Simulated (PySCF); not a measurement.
# Continuum solvent and chemical shifts

Geometry (Å), atoms numbered from 1 in this order:
```xyz
19

F     2.141    1.411   -0.946
C     2.433    0.114   -0.675
F     2.252   -0.585   -1.828
C     1.520   -0.416    0.395
Si   -0.269   -0.654   -0.183
C    -1.057    0.837   -1.018
C    -2.419    0.873   -0.310
C    -2.203    0.426    1.138
O    -1.288   -0.653    1.158
H     3.507    0.062   -0.423
H     1.905   -1.383    0.756
H     1.531    0.275    1.252
H    -0.388   -1.949   -0.912
H    -1.140    0.774   -2.113
H    -0.455    1.731   -0.788
H    -2.895    1.867   -0.349
H    -3.110    0.167   -0.802
H    -1.805    1.265    1.742
H    -3.146    0.104    1.610
```

GIAO PBE0/pcSseg-1 in PySCF 2.14 on one PBE0-D3(BJ)/def2-SVP conformer, non-relativistic, equivalent nuclei averaged. Solvents enter as an IEF-PCM continuum (tetrahydrofuran with ε = 7.4, methanol with ε = 32.6) around the gas-phase geometry. Shifts are referred to CFCl3, TMS computed in the same medium.

Gas phase, δ in ppm: F3 -118.1, F1 -118.2, C2 119.8, C8 70.1, C7 29.6, C4 24.8, C6 12.1, Si5 23.0, H10 6.09, H13 5.14, H19 4.12, H18 3.61, H16 1.83, H17 1.65. Dipole moment 1.08 D.

Q: How does each δ change in the continuum?

A: 
| atoms | environment | Δδ, tetrahydrofuran | Δδ, methanol |
| --- | --- | --- | --- |
| F3 | fluorine of a CF2 group | -2.5 | -2.9 |
| F1 | fluorine of a CF2 group | -2.1 | -2.5 |
| C2 | sp3 CH bonded to 2 F | +1.9 | +2.3 |
| C8 | sp3 CH2 bonded to O | +0.9 | +1.0 |
| C7 | sp3 CH2 in a ring | +0.4 | +0.5 |
| C4 | sp3 CH2 bonded to Si | +0.3 | +0.3 |
| C6 | sp3 CH2 bonded to Si | +0.6 | +0.7 |
| Si5 | silicon bonded to 2 C, O, H, in a 5-membered ring | +1.7 | +2.0 |
| H10 | hydrogen on an sp3 CH bonded to 2 F | +0.19 | +0.23 |
| H13 | hydrogen on a silicon bonded to 2 C, O, in a 5-membered ring | -0.09 | -0.11 |
| H19 | hydrogen on an sp3 CH2 bonded to O | +0.04 | +0.04 |
| H18 | hydrogen on an sp3 CH2 bonded to O | +0.08 | +0.11 |
| H16 | hydrogen on an sp3 CH2 in a ring | +0.10 | +0.12 |
| H17 | hydrogen on an sp3 CH2 in a ring | +0.07 | +0.08 |

Changes are relative to the gas phase. The dipole moment becomes 1.37 D in tetrahydrofuran, 1.44 D in methanol.

Q: Which nuclei move most (in ppm), and what does the model miss?

A: F3 (fluorine of a CF2 group, -2.9 ppm) in methanol. A continuum only polarises the solute; specific hydrogen bonds, the anisotropy of aromatic solvents and changes of geometry or conformer are outside it.
